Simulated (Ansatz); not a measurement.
Gas-phase electronic energies from Ansatz, PBE0-D4/def2-TZVP geometries. CCSD(T)/CBS adds triple-zeta CCSD(T) − MP2 to the extrapolated MP2 energy (def2 sets, frozen cores). This one scheme is used for every species. Functionals use def2-TZVPP. One conformer a species, not always the lowest.

Reaction (formal hydrolysis of the Al–S bond): `N[CH2][Al]([OH])[SH]` + H₂O → `N[CH2][Al]([OH])[OH]` + H₂S

```json
{"species": "`N[CH2][Al]([OH])[SH]`", "B2PLYP energy (Eh)": "-812.13612"}
{"species": "H₂O", "B2PLYP energy (Eh)": "-76.41329"}
{"species": "`N[CH2][Al]([OH])[OH]`", "B2PLYP energy (Eh)": "-489.28609"}
{"species": "H₂S", "B2PLYP energy (Eh)": "-399.27468"}
```

(1) Work out ΔE.

Largest T1 diagnostic among the species: 0.012.

## Answers

(1) ΔE = (-489.28609) + (-399.27468) − (-812.13612) − (-76.41329) = -0.01136 Eh = -29.8 kJ/mol. CCSD(T)/CBS gives -22.6 kJ/mol.

In def2-TZVPP, CCSD(T) changes the Hartree–Fock value by +8.9 kJ/mol (the triples alone add +2.9 kJ/mol) and MP2 by +10.1 kJ/mol. The D4 term adds +4.9 kJ/mol with B3LYP and +2.8 kJ/mol with PBE0; it sums over pairs of atoms, weighted by their polarisabilities, and B3LYP, whose exchange is more repulsive, gets the larger term.

B3LYP here is the variant with VWN-RPA as its local correlation; programs differ in this.
